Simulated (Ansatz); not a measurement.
Consider the redistribution: `SB(Cl)Br` + `[F][Ti]([F])([F])[Br]` → `ClB(Br)Br` + `[F][Ti]([F])([F])[SH]`.

Gas-phase electronic energies from Ansatz, PBE0-D4/def2-TZVP geometries. CCSD(T)/CBS is the MP2 limit (def2-TZVPP, def2-QZVPP) plus CCSD(T) − MP2 in def2-TZVPP, frozen cores. DFT in def2-TZVPP. B3LYP here is the variant with VWN-RPA as its local correlation; programs differ in this. HSE06 is defined as in plane-wave codes. For Br, Ti outer-core shells are correlated without core-valence functions, which leaves a few kJ/mol of doubt a bond. Scalar relativity is left out up to krypton. Each species was taken in one conformer, which may not be the lowest.

```csv
level,ΔE (eV)
B3LYP,0.66
r2SCAN0,0.69
HSE06,0.67
LC-ωPBE,0.68
```

Problem. What does CCSD(T)/CBS give? (Best estimate.)

Solution. The calculation gave: +0.64 eV. The listed levels differ from it by 0.02, 0.05, 0.03, 0.04 eV.

Largest T1 diagnostic among the species: 0.025, so the coupled-cluster value is less sure than usual.

At CCSD(T), def2-SVP lies +0.06 eV from the extrapolated value and def2-TZVPP +0.01 eV. Leaving LDA and LC-ωPBE aside and taking each functional with its dispersion term where it has one, the values, not all of them listed here, spread over 0.05 eV, from PBE-D4 to BHLYP-D4. In def2-TZVPP, CCSD(T) changes the Hartree–Fock value by −0.09 eV (the triples alone add −0.01 eV) and MP2 by −0.08 eV.
